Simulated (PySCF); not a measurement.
PySCF input for B(Cl)(Me)(SH) (CH₄BClS), SMILES CB(S)Cl, PBE0/pcSseg-1. Geometry: B3LYP-D3(BJ)/def2-SVP. Other conformers were not sampled.

```python
import numpy as np
from pyscf import gto, scf, dft
from pyscf.prop.nmr import rks as nmr

mol = gto.M(
    atom='''
    B    -0.33957077   -0.00897665    0.00000000
    Cl    0.62988080   -1.49935725   -0.00000000
    C    -1.90203826   -0.11164144   -0.00000000
    H    -2.23456791   -0.68798031    0.88095786
    H    -2.42250996    0.85706445   -0.00000000
    H    -2.23456792   -0.68798031   -0.88095785
    S     0.60874194    1.52205043    0.00000000
    H    -0.44611540    2.36989433   -0.00000000
    ''',
    basis='pcSseg-1',
    charge=0,
    spin=0,
    max_memory=1600,
    verbose=3,
)
mf = dft.RKS(mol, xc='pbe0')
mf.grids.level = 3
mf.conv_tol = 1e-10
mf.max_cycle = 100
mf.kernel()
n = nmr.NMR(mf)
n.verbose = 2
n.max_cycle_cphf = 60
sigma = n.kernel()
print('atom   isotropic/ppm   span/ppm')
for i, s in enumerate(sigma):
    w = np.linalg.eigvalsh((s + s.T) / 2)
    print(f'{mol.atom_symbol(i):2s}{i + 1:3d} {w.mean():14.3f} {w[2] - w[0]:11.3f}')
```

It prints:

```
converged SCF energy = -923.415843529735
atom   isotropic/ppm   span/ppm
B   1         31.764     124.177
Cl  2        731.209     541.537
C   3        167.050      32.707
H   4         30.000       9.165
H   5         30.380       9.359
H   6         30.000       9.165
S   7        479.776     392.162
H   8         27.793      13.153
```

The calculation finished and met its thresholds.
